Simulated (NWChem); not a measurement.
The numbers come from NWChem runs, not from measurements. System: Cl3Si, charge 0, spin multiplicity 2, displaced from the optimised geometry. The structure started from a generated list of species. Its SCF solution wasn't tested for a lower state. Level: ULDA (SVWN5)/def2-TZVP.

Input file:

```
start mol
memory heap 200 mb stack 900 mb global 1100 mb
geometry units angstroms nocenter noautoz
  Cl    -0.998725    -0.155531     1.730287
  Si    -0.000901     0.560776     0.000000
  Cl    -0.998725    -0.155531    -1.730287
  Cl     1.998193    -0.150753     0.000000
  symmetry group Cs
end
basis spherical
  * library def2-tzvp
end
dft
  xc slater vwn_5
  odft
  mult 2
  semidirect memsize 60000000 filesize 0
  iterations 100
  convergence damp 70 ncydp 30
end
task dft gradient
```

Output (cleaned and shortened):

```
             Northwest Computational Chemistry Package (NWChem) 7.3.0
             --------------------------------------------------------

                                NWChem Input Module
                                -------------------

 Scaling coordinates for geometry "geometry" by  1.889725989
 (inverse scale =  0.529177249)

 Turning off AUTOSYM since
 SYMMETRY directive was detected!

                             Geometry "geometry" -> ""
                             -------------------------

 Output coordinates in angstroms (scale by  1.889725989 to convert to a.u.)

  No.       Tag          Charge          X              Y              Z
 ---- ---------------- ---------- -------------- -------------- --------------
    1 Cl                  17.0000    -0.99872500    -0.15553100     1.73028700
    2 Si                  14.0000    -0.00090100     0.56077600     0.00000000
    3 Cl                  17.0000    -0.99872500    -0.15553100    -1.73028700
    4 Cl                  17.0000     1.99819300    -0.15075300     0.00000000

 Effective nuclear repulsion energy (a.u.)     310.6383767865

            Nuclear Dipole moment (a.u.)
            ----------------------------
        X                 Y               Z
 ---------------- ---------------- ----------------
     0.0000321253     0.0000170075     0.0000000000

      Symmetry information
      --------------------

 Group name             Cs
 Group number              2
 Group order               2
 No. of unique centers     3

      Symmetry unique atoms

     1    2    4


 Summary of "ao basis" -> "" (spherical)
 ------------------------------------------------------------------------------
       Tag                 Description            Shells   Functions and Types
 ---------------- ------------------------------  ------  ---------------------
 *                         def2-tzvp                  on all atoms

                                 NWChem DFT Module
                                 -----------------

 Summary of "ao basis" -> "ao basis" (spherical)
 ------------------------------------------------------------------------------
       Tag                 Description            Shells   Functions and Types
 ---------------- ------------------------------  ------  ---------------------
 Cl                        def2-tzvp                13       37   5s5p2d1f
 Si                        def2-tzvp                13       37   5s5p2d1f

 Summary of "ao basis" -> "ao basis" (spherical)
 ------------------------------------------------------------------------------
       Tag                 Description            Shells   Functions and Types
 ---------------- ------------------------------  ------  ---------------------
 Cl                        def2-tzvp                13       37   5s5p2d1f
 Si                        def2-tzvp                13       37   5s5p2d1f

      Symmetry analysis of basis
      --------------------------

        a'         87
        a"         61

            General Information
            -------------------
          SCF calculation type: DFT
          Wavefunction type:  spin polarized.
          No. of atoms     :     4
          No. of electrons :    65
           Alpha electrons :    33
            Beta electrons :    32
          Charge           :     0
          Spin multiplicity:     2
          Use of symmetry is: on ; symmetry adaption is: on
          Maximum number of iterations: 100
          AO basis - number of functions:   148
[...]
   alpha     91     92     93     94     95     96     97     98     99    100
    beta     91     92     93     94     95     96     97     98     99    100
 overlap   1.000  1.000  1.000  1.000  1.000  1.000  0.999  0.999  1.000  0.999

   alpha    101    102    103    104    105    106    107    108    109    110
    beta    101    102    103    104    105    107    106    108    110    109
 overlap   0.999  1.000  0.998  0.962  0.962  0.978  0.978  0.998  0.968  0.968

   alpha    111    112    113    114    115    116    117    118    119    120
    beta    111    112    113    114    115    116    117    118    119    120
 overlap   1.000  0.999  0.999  0.999  0.999  1.000  0.994  0.994  1.000  1.000

   alpha    121    122    123    124    125    126    127    128    129    130
    beta    121    122    123    124    125    126    127    128    129    130
 overlap   1.000  1.000  1.000  1.000  0.942  0.942  0.942  0.942  1.000  1.000

   alpha    131    132    133    134    135    136    137    138    139    140
    beta    131    132    133    134    135    136    137    138    139    140
 overlap   1.000  1.000  1.000  1.000  1.000  1.000  1.000  1.000  1.000  1.000

   alpha    141    142    143    144    145    146    147    148
    beta    141    142    143    144    145    146    147    148
 overlap   1.000  1.000  1.000  1.000  1.000  1.000  1.000  1.000

     --------------------------
     Expectation value of S2:
     --------------------------
      <S2> =      0.7513 (Exact =     0.7500)

 center of mass
 --------------
 x =   0.00001102 y =  -0.00654658 z =   0.00000000

 moments of inertia (a.u.)
 ------------------
         788.022490953687          -1.127336843730           0.000000000000
          -1.127336843730        1495.448360481477           0.000000000000
           0.000000000000           0.000000000000         788.009124364647

     Multipole analysis of the density
     ---------------------------------

     L   x y z        total         alpha         beta         nuclear
     -   - - -        -----         -----         ----         -------
     0   0 0 0     -0.000000    -33.000000    -32.000000     65.000000

     1   1 0 0     -0.000447      0.000980     -0.001459      0.000032
     1   0 1 0      0.273301     -0.623896      0.897180      0.000017
     1   0 0 1     -0.000000     -0.000000     -0.000000      0.000000

     2   2 0 0    -37.948753   -202.781484   -198.667856    363.500587
     2   1 1 0     -0.002155     -0.273245     -0.276236      0.547327
     2   1 0 1     -0.000000      0.000000     -0.000000      0.000000
     2   0 2 0    -36.600234    -31.303711    -25.335131     20.038607
     2   0 1 1      0.000000      0.000000      0.000000      0.000000
     2   0 0 2    -37.948714   -202.784742   -198.671055    363.507084

            General Information
            -------------------
          SCF calculation type: DFT
          Wavefunction type:  spin polarized.
          No. of atoms     :     4
          No. of electrons :    65
           Alpha electrons :    33
            Beta electrons :    32
          Charge           :     0
          Spin multiplicity:     2
          Use of symmetry is: on ; symmetry adaption is: on
          Maximum number of iterations: 100
          AO basis - number of functions:   148
                     number of shells:    52
          Convergence on energy requested:  1.00D-06
          Convergence on density requested:  1.00D-05
          Convergence on gradient requested:  5.00D-04

              XC Information
              --------------
                        Slater Exchange Functional  1.000 local
                      VWN V Correlation Functional  1.000 local

             Grid Information
             ----------------
          Grid used for XC integration:  medium
          Radial quadrature: Mura-Knowles
          Angular quadrature: Lebedev.
          Tag              B.-S. Rad. Rad. Pts. Rad. Cut. Ang. Pts.
          ---              ---------- --------- --------- ---------
          Cl                  1.00       88          10.0       590
          Si                  1.10       88           8.0       590
          Grid pruning is: on
          Number of quadrature shells:   264
          Spatial weights used:  Erf1

          Convergence Information
          -----------------------
          Convergence aids based upon iterative change in
          total energy or number of iterations.
          Levelshifting, if invoked, occurs when the
          HOMO/LUMO gap drops below (HL_TOL):  1.00D-02
          DIIS, if invoked, will attempt to extrapolate
          using up to (NFOCK): 10 stored Fock matrices.

                    Damping(70%)  Levelshifting(0.5)       DIIS
                  --------------- ------------------- ---------------
          dE  on:    start            ASAP                start
          dE off:   30 iters        100 iters           100 iters

      Screening Tolerance Information
      -------------------------------
          Density screening/tol_rho:  1.00D-10
          AO Gaussian exp screening on grid/accAOfunc:  14
          CD Gaussian exp screening on grid/accCDfunc:  20
          XC Gaussian exp screening on grid/accXCfunc:  20
          Schwarz screening/accCoul:  1.00D-08

                            NWChem DFT Gradient Module
                            --------------------------

  charge          =   0.00
  wavefunction    = open shell

  Using symmetry

                         DFT ENERGY GRADIENTS

    atom               coordinates                        gradient
                 x          y          z           x          y          z
   1 Cl     -1.887317  -0.293911   3.269768   -0.011396  -0.007305   0.019760
   2 Si     -0.001703   1.059713   0.000000   -0.000037   0.021860   0.000000
   3 Cl     -1.887317  -0.293911  -3.269768   -0.011396  -0.007305  -0.019760
   4 Cl      3.776037  -0.284882   0.000000    0.022829  -0.007251   0.000000

                 ----------------------------------------
                 |  Time  |  1-e(secs)   |  2-e(secs)   |
                 ----------------------------------------
                 |  CPU   |       0.01   |       4.95   |
                 ----------------------------------------
                 |  WALL  |       0.01   |       4.95   |
                 ----------------------------------------

 Task  times  cpu:       17.1s     wall:       17.1s

 Total times  cpu:       17.1s     wall:       17.1s
```
